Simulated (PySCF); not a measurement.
F2HOS, SMILES FS(F)=[OH+], charge +1. Atoms are numbered in the order given.

```xyz
5

O      1.4165     0.1661     0.0000
S      0.0097    -0.4638     0.0000
F     -0.7235     0.2745    -1.1688
F     -0.7235     0.2745     1.1688
H      1.5349     1.1501     0.0000
```
Charge +1, spin multiplicity 1.

Geometry: B3LYP-D3(BJ)/def2-SVP. The isomer is the one that the SMILES or the coordinates give; other isomers of the formula were not compared.

Method: TDA-CAM-B3LYP/def2-SVPD (PySCF).

Vertical excitations. The molecule is in vacuum. State labels are in the subgroup Cs.

Computed lowest excited states:
```tsv
state	symmetry	energy (eV)	λ (nm)	f	main pairs
S1	A"	8.63	144	0.045	HOMO→LUMO 70 %, HOMO−2→LUMO 13 %, HOMO−1→LUMO+1 11 %
S2	A'	8.82	141	0.006	HOMO−1→LUMO 59 %, HOMO→LUMO+1 36 %
S3	A"	9.03	137	0.002	HOMO−1→LUMO+1 74 %, HOMO−2→LUMO 22 %
S4	A'	9.24	134	0.102	HOMO→LUMO+1 51 %, HOMO−1→LUMO 29 %
S5	A"	9.25	134	0.042	HOMO−2→LUMO 62 %, HOMO→LUMO 18 %, HOMO−1→LUMO+1 13 %
S6	A'	9.79	127	0.005	HOMO−3→LUMO 70 %, HOMO−2→LUMO+1 25 %
S7	A'	9.83	126	0.021	HOMO−2→LUMO+1 69 %, HOMO−3→LUMO 26 %
S8	A"	10.28	121	0.008	HOMO−3→LUMO+1 62 %, HOMO−1→LUMO+2 25 %
S9	A'	10.41	119	0.038	HOMO→LUMO+2 46 %, HOMO−4→LUMO 44 %
S10	A"	10.58	117	0.022	HOMO−1→LUMO+2 49 %, HOMO−4→LUMO+1 30 %, HOMO−3→LUMO+1 14 %
T1	A"	6.58	188	0	HOMO→LUMO 97 %
T2	A'	7.15	173	0	HOMO→LUMO+1 95 %
T3	A'	7.70	161	0	HOMO−1→LUMO 97 %
T4	A"	8.52	145	0	HOMO−1→LUMO+1 74 %, HOMO−2→LUMO 23 %
```
Triplets are in the Tamm–Dancoff approximation.
